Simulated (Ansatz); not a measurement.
`O[Si](O)(F)S` + NH₃ → `N[Si](O)(O)S` + H–F  (ligand exchange at the Si–F bond)

Program: Ansatz. Geometries: PBE0-D4/def2-TZVP. ΔE: electronic, gas phase. CCSD(T)/CBS adds triple-zeta CCSD(T) − MP2 to the extrapolated MP2 energy (def2 sets, frozen cores). This one scheme is used for every species. One conformer a species, not always the lowest.

| species | CCSD/CBS(def2) energy (Eh) |
| --- | --- |
| `O[Si](O)(F)S` | -938.97955 |
| NH₃ | -56.50119 |
| `N[Si](O)(O)S` | -895.06044 |
| H–F | -100.38944 |

(1) Work out ΔE.

Largest T1 diagnostic among the species: 0.012.

## Answers

(1) ΔE = (-895.06044) + (-100.38944) − (-938.97955) − (-56.50119) = 0.03086 Eh = +81.0 kJ/mol. CCSD(T)/CBS gives +79.0 kJ/mol.

At CCSD(T), def2-SVP lies +3.1 kJ/mol from the extrapolated value and def2-TZVPP +1.8 kJ/mol. In def2-TZVPP, CCSD(T) changes the Hartree–Fock value by −14.7 kJ/mol (the triples alone add −2.0 kJ/mol) and MP2 by −18.3 kJ/mol. The D4 term adds −6.8 kJ/mol with B3LYP and −3.7 kJ/mol with PBE0; it sums over pairs of atoms, weighted by their polarisabilities, and B3LYP, whose exchange is more repulsive, gets the larger term.

B3LYP here is the variant with VWN-RPA as its local correlation; programs differ in this.
